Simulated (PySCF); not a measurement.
Si(H)2(Me)2 cation (C₂H₈Si), SMILES C[SiH2]C (connectivity only; charge and spin as stated), charge +1, multiplicity 2. Atoms are numbered in the order given.

```xyz
11

Si     0.0000     0.0000    -0.4670
C      1.6963     0.0000     0.4350
C     -1.6963     0.0000     0.4350
H      0.0000    -1.3420    -1.1565
H      0.0000     1.3420    -1.1565
H      1.6782     0.9297     1.0310
H      2.5587     0.0000    -0.2469
H      1.6782    -0.9297     1.0310
H     -2.5587     0.0000    -0.2469
H     -1.6782     0.9297     1.0310
H     -1.6782    -0.9297     1.0310
```
Charge +1, spin multiplicity 2.

The structure is a stationary point at B3LYP-D3(BJ)/def2-SVP. A frequency run showed that this geometry is not a minimum. The multiplicity is an assumed one; other spin states were not compared. The isomer is the one that the SMILES or the coordinates give; other isomers of the formula were not compared.

Method: PBE/def2-TZVPD in PySCF.

Isolated molecule, no solvent.

```
Property                                                           Result
------------------------------------------------  -----------------------
total energy                                           -369.92064 hartree
point group                                                           C2v
α spin, highest occupied and lowest empty level       -13.39 and -6.45 eV
β spin, highest occupied and lowest empty level      -13.56 and -12.68 eV
dipole moment about the centre of nuclear charge                   0.10 D
mean static polarisability                           63.9 bohr³ (9.47 Å³)
polarisability, principal values                   48.1, 50.6, 93.1 bohr³
⟨S²⟩                                              0.753 (pure state 0.75)
```
